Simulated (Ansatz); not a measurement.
Worked example: the enthalpy of HCl + B(OH)F2 → H2O + BClF2

Gas-phase species: HCl (hydrogen chloride), singlet; B(OH)F2 (difluorohydroxyborane), singlet; H2O `O`, singlet; BClF2 (chlorodifluoroborane) `FB(F)Cl`, singlet. The partners trade Cl for OH: H–Cl and B–OH bonds give way to H–OH and B–Cl.

Shapes, held fixed at every level: PBE0-D4/def2-TZVP. Programs: Ansatz 0.2.0. The zero-point and thermal terms to 298 K, harmonic and unscaled (PBE0-D4/def2-TZVP), stand in the table.

At r2SCAN-D4/def2-TZVPP; 1 Eh = 2625.50 kJ/mol:

| species | energy (Eh) | H(298 K) − E (kJ/mol) | tabulated ΔfH (kJ/mol) |
| --- | --- | --- | --- |
| HCl | -460.785915 | 26.6 | -92.2 |
| B(OH)F2 | -300.545442 | 77.6 | -1083.7 |
| H2O | -76.423244 | 66.4 | -241.8 |
| BClF2 | -684.887819 | 41.0 | -885.3 |

Problem. Work out the reaction enthalpy at 298 K from the calculation and from the table of heats.

Solution. 
1. Electronic: (-76.423244) + (-684.887819) − [(-460.785915) + (-300.545442)] = 0.020294 Eh = +53.3 kJ/mol.
2. Zero-point and thermal: (66.4) + (41.0) − [(26.6) + (77.6)] = +3.2 kJ/mol.
3. Computed ΔH = +56.5 kJ/mol.
4. From the heats of formation (Active Thermochemical Tables, NIST-JANAF tables): (-241.8) + (-885.3) − [(-92.2) + (-1083.7)] = +48.8 kJ/mol.
5. Computed less tabulated: +7.7 kJ/mol. Tabulated heats carry uncertainties of their own. The tabulated values of B(OH)F2, BClF2 are in doubt (older tables, estimates, or at odds with other calculations) and kept here.
